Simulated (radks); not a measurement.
Charge is removed step by step from the 2p level of the potassium ion K3+, starting from [Ne] 3s2 3p4. Calculated with a radial shooting solver on a logarithmic mesh with Libxc functionals: scalar-relativistic Kohn-Sham, LDA (Slater exchange, Perdew-Wang correlation), spin-unpolarised, spherical densities, finite nucleus; Fermi nuclear charge, rms radius 3.4349 fm.

| removed (e) | E - E(0) (eV) | eigenvalue (eV) | E minus straight line (eV) |
|---|---|---|---|
| 0 | 0.000 | -322.69 | 0.000 |
| 0.1 | 32.512 | -327.70 | -2.301 |
| 0.2 | 65.526 | -332.74 | -4.100 |
| 0.3 | 99.047 | -337.81 | -5.394 |
| 0.4 | 133.08 | -342.92 | -6.178 |
| 0.5 | 167.62 | -348.07 | -6.450 |
| 0.6 | 202.68 | -353.24 | -6.205 |
| 0.7 | 238.25 | -358.45 | -5.441 |
| 0.8 | 274.35 | -363.70 | -4.155 |
| 0.9 | 310.98 | -368.98 | -2.342 |
| 1 | 348.13 | -374.29 | 0.000 |

Removing the whole electron costs 348.13 eV by Delta-SCF, against 322.69 eV from minus the eigenvalue at the starting occupation. Slater's transition state (half an electron removed) gives 348.07 eV. Integrating minus the eigenvalue over the occupation (Janak's theorem) gives 348.21 eV. In this scalar-relativistic scheme the density is built from large components alone, so the theorem holds only approximately. The mean slope of the eigenvalue, de/dn, is 51.6 eV per electron.
